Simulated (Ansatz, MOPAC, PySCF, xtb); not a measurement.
Bond stretch in SMILES C[Si](Cl)(Cl)Cl, singlet. The Si2–Cl8 bond (Si2 also carries C, Cl, Cl; Cl8 carries nothing else) is pulled apart rigidly from the PBE0/def2-TZVP optimised geometry.

Computed with: GFN1-xTB (xtb); PM6, restricted, heats of formation (MOPAC); RKS-B3LYP/LANL2DZ = restricted B3LYP/LANL2DZ, with its core potentials past Ne in PySCF 2.14.0; UCCSD(T) = CCSD(T) on UHF/cc-pVDZ, frozen core in Ansatz (a quantum-chemistry and plane-wave program).

Energies relative to the lowest point of each curve near equilibrium, in kcal/mol; the last columns give the difference from UCCSD(T):

```
R / Å  GFN1-xTB    PM6  RKS-B3LYP/LANL2DZ  UCCSD(T)  GFN1-xTB − UCCSD(T)  PM6 − UCCSD(T)  RKS-B3LYP/LANL2DZ − UCCSD(T)
-----  --------  -----  -----------------  --------  -------------------  --------------  ----------------------------
1.67       68.6   37.3               88.4      68.7                 -0.1           -31.4                          19.7
1.79       22.5   12.8               41.7      27.7                 -5.2           -14.9                          14.0
1.93        2.8    1.3               13.3       5.8                 -2.9            -4.5                           7.6
1.96        1.3    0.4                9.7       3.5                 -2.2            -3.1                           6.3
2.04        0.0    0.0                3.3       0.3                 -0.3            -0.3                           3.0
2.09        0.7    0.8                1.2       0.0                  0.7             0.8                           1.2
2.19        4.5    4.2                0.0       2.3                  2.2             1.9                          -2.3
2.29       10.1    9.2                1.9       7.1                  3.0             2.1                          -5.2
2.49       24.2   21.9               10.7      20.6                  3.7             1.4                          -9.9
2.72       41.9   38.7               24.4      37.8                  4.2             0.9                         -13.4
3.01       62.6   59.1               41.8      58.5                  4.0             0.6                         -16.7
3.31       80.0   76.3               57.6      77.0                  3.0            -0.6                         -19.4
3.75       98.1   94.5               75.1      94.0                  4.1             0.5                         -18.8
4.25      110.1  108.1               88.3      99.7                 10.4             8.4                         -11.5
4.96      118.1  120.2               98.7     101.2                 16.9            19.1                          -2.5
5.92      121.6  130.1              104.8     101.4                 20.2            28.7                           3.4
```

GFN1-xTB is furthest from UCCSD(T) at 5.92 (20.2 kcal/mol, above); its mean absolute difference over the points is 5.2 kcal/mol.

PM6 is furthest from UCCSD(T) at 1.67 (-31.4 kcal/mol, below); its mean absolute difference over the points is 7.5 kcal/mol.

RKS-B3LYP/LANL2DZ is furthest from UCCSD(T) at 1.67 (19.7 kcal/mol, above); its mean absolute difference over the points is 9.7 kcal/mol.

The restricted form behind PM6, RKS-B3LYP/LANL2DZ keeps the bonding electrons paired and can't separate into open-shell fragments. The unrestricted solution behind UCCSD(T) changes between 3.01 and 3.31 Å, which can leave a kink. The unrestricted determinant behind UCCSD(T) is spin-contaminated at 3.01 to 5.92 Å (<S²> up to 1.0, against 0.00 for a pure singlet).
